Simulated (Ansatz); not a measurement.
FGeH₅OSi₂, SMILES `F[Si@H]1[O][Ge@H]1[SiH3]` at its PBE0-D4/def2-TZVP geometry, where that method's forces vanish. Charge 0, multiplicity 1.

| atom | x (Å) | y (Å) | z (Å) |
| --- | --- | --- | --- |
| F1 | 1.567 | -0.868 | -2.271 |
| Si2 | 1.911 | -0.122 | -0.910 |
| O3 | 1.077 | 1.233 | -0.590 |
| Ge4 | 0.412 | 0.045 | 0.775 |
| Si5 | -1.935 | -0.171 | 0.467 |
| H6 | 3.385 | -0.075 | -0.831 |
| H7 | 0.825 | 0.634 | 2.139 |
| H8 | -2.191 | -0.628 | -0.921 |
| H9 | -2.446 | -1.179 | 1.433 |
| H10 | -2.606 | 1.132 | 0.711 |

Task: For each bond, give half the difference of the two atoms' forces along it (eV/Å; positive pushes the atoms apart) under PBE-D4, r2SCAN-D4, B3LYP-D4, ωB97M-V in def2-TZVPP. (Estimate.)

Result: Ansatz gave: 
| bond | length (Å) | PBE-D4 | r2SCAN-D4 | B3LYP-D4 | ωB97M-V |
| --- | --- | --- | --- | --- | --- |
| F1–Si2 | 1.589 | 0.44 | 0.03 | 0.18 | 0.17 |
| Si2–O3 | 1.623 | 0.55 | 0.13 | 0.11 | -0.03 |
| Si2–Ge4 | 2.261 | 0.19 | 0.09 | 0.20 | 0.06 |
| Si2–H6 | 1.477 | -0.09 | -0.06 | -0.18 | -0.21 |
| O3–Ge4 | 1.928 | 0.55 | 0.16 | 0.28 | 0.02 |
| Ge4–Si5 | 2.378 | -0.13 | -0.04 | 0.06 | 0.04 |
| Ge4–H7 | 1.542 | 0.06 | -0.04 | -0.07 | -0.10 |
| Si5–H8 | 1.483 | 0.09 | 0.00 | -0.07 | -0.10 |
| Si5–H9 | 1.487 | 0.09 | -0.01 | -0.07 | -0.10 |
| Si5–H10 | 1.486 | 0.08 | -0.02 | -0.09 | -0.12 |

B3LYP here is the variant with VWN-RPA as its local correlation; programs differ in this.
